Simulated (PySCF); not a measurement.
Constitutional and geometric isomers with formula C2H6Si. Gas-phase values, no solvent. Strings in code marks are SMILES.

Level of theory: PBE-D3(BJ)/def2-TZVP // B3LYP-D3(BJ)/def2-TZVP run with PySCF. 

```
species       dipole moment (D)  HOMO (eV)
------------  -----------------  ---------
`CC=[SiH2]`                   …          …
`C=[SiH]C`                 1.59      -5.26
`C=C[SiH3]`                0.74      -6.88
`[SiH2]1CC1`               0.21      -5.82
```

Q: Some entries are withheld; supply them.

A: 
- `CC=[SiH2]`, dipole moment (D): 0.14
- `CC=[SiH2]`, HOMO (eV): -5.24
